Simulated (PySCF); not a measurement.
## Finite-field polarisability of In (indium, neutral)

[Kr] 4d10 5s2 5p1, 2P determinant. Calculation: PySCF 2.14, in aug-cc-pVDZ-PP with ECP28MDF; a scalar-relativistic core potential. Frozen: 4s2 4p6 4d10. Energy changes in a uniform field (μhartree):

```csv
axis,F (au),HF,MP2,CCSD,CCSD(T)
x,0.0018,-96.044,-94.300,-92.187,-92.234
x,0.0036,-384.249,-377.267,-368.819,-369.008
y,0.0014,-99.330,-99.062,-97.007,-97.059
y,0.0028,-398.422,-397.335,-389.073,-389.281
```

By symmetry the remaining axis equals x.

Derive α along x at CCSD(T) from the two fields.

With ΔE = −αF²/2 − γF⁴/24, α = −(16 ΔE(F) − ΔE(2F))/(6F²) = 56.93 bohr³.

And the mean polarisability at each level?

The components xx, yy, zz at CCSD(T) are 56.93, 98.95, 56.93, the third axis being equal by symmetry to one of the two computed. Means: HF 73.28, MP2 72.47, CCSD 70.90, CCSD(T) 70.94 bohr³. Reference: 65 ± 4 bohr³ (recommended; Schwerdtfeger and Nagle, table of static dipole polarizabilities (2023 update)).

A double-zeta set is small for polarisabilities.
